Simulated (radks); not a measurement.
Results of a calculation; reference values are marked as such.
All-electron atom: Hg in [Xe] 4f12 5d10 6s2 6p2 (not the ground configuration).

Level of theory: Dirac Kohn-Sham, PBEsol, spin-unpolarised, spherical densities, finite nucleus; open shells fill j = l - 1/2 first; Fermi nuclear charge, rms radius 5.4648 fm (a radial shooting solver on a logarithmic mesh with Libxc functionals).

Energy parts (eV):
| part | energy |
|---|---|
| total | -534540.97 |
| kinetic | 616282.65 |
| electron-nucleus | -1346062.96 |
| Hartree | 205201.29 |
| exchange-correlation | -9961.96 |

Orbitals (lengths in bohr, moments of r in powers of bohr; r(90%) holds 90 % of the orbital's charge):
| orbital | occ. | eigenvalue (eV) | <r^4> | r(90%) | <1/r> | small-component weight |
|---|---|---|---|---|---|---|
| 1s1/2 | 2 | -83003.29 | 4.002e-07 | 0.0304 | 97.47 | 9.25e-02 |
| 2s1/2 | 2 | -14732.95 | 0.00005799 | 0.109 | 24.01 | 2.12e-02 |
| 2p1/2 | 2 | -14142.31 | 0.00003434 | 0.0951 | 23.98 | 2.13e-02 |
| 2p3/2 | 4 | -12196.31 | 0.00005391 | 0.107 | 19.41 | 1.89e-02 |
| 3s1/2 | 2 | -3529.732 | 0.002103 | 0.265 | 8.809 | 7.11e-03 |
| 3p1/2 | 2 | -3262.527 | 0.001829 | 0.257 | 8.725 | 7.06e-03 |
| 3p3/2 | 4 | -2831.602 | 0.002548 | 0.279 | 7.534 | 6.35e-03 |
| 3d3/2 | 4 | -2386.929 | 0.001684 | 0.252 | 7.432 | 6.24e-03 |
| 3d5/2 | 6 | -2294.627 | 0.001860 | 0.259 | 7.163 | 6.05e-03 |
| 4s1/2 | 2 | -804.1104 | 0.04589 | 0.570 | 3.755 | 2.45e-03 |
| 4p1/2 | 2 | -689.2896 | 0.04852 | 0.579 | 3.648 | 2.36e-03 |
| 4p3/2 | 4 | -583.5531 | 0.06648 | 0.626 | 3.237 | 2.09e-03 |
| 4d3/2 | 4 | -395.2783 | 0.07696 | 0.652 | 3.044 | 1.90e-03 |
| 4d5/2 | 6 | -375.3609 | 0.08450 | 0.667 | 2.950 | 1.83e-03 |
| 5s1/2 | 2 | -136.2560 | 1.075 | 1.25 | 1.575 | 6.71e-04 |
| 4f5/2 | 6 | -133.1198 | 0.1270 | 0.733 | 2.618 | 1.48e-03 |
| 4f7/2 | 6 | -128.6650 | 0.1336 | 0.742 | 2.583 | 1.45e-03 |
| 5p1/2 | 2 | -96.8898 | 1.457 | 1.35 | 1.457 | 5.88e-04 |
| 5p3/2 | 4 | -76.6479 | 2.108 | 1.48 | 1.302 | 5.01e-04 |
| 5d3/2 | 4 | -21.8335 | 6.707 | 1.97 | 1.017 | 3.18e-04 |
| 5d5/2 | 6 | -19.4299 | 7.869 | 2.05 | 0.9788 | 2.97e-04 |
| 6s1/2 | 2 | -10.9200 | 66.78 | 3.52 | 0.5385 | 9.35e-05 |
| 6p1/2 | 2 | -3.9742 | 232.3 | 4.79 | 0.4097 | 5.19e-05 |
| 6p3/2 | 0 | -2.6809 | 440.3 | 5.62 | 0.3503 | 3.74e-05 |

The highest occupied level is 6p1/2 at -3.974 eV. The electron density at the nucleus is 2.321e+06 e/bohr^3. Summed over all electrons, <r^2> = 72.40 bohr^2, which gives a Langevin (diamagnetic) susceptibility term of -57.3 x 10^-6 cm^3/mol.
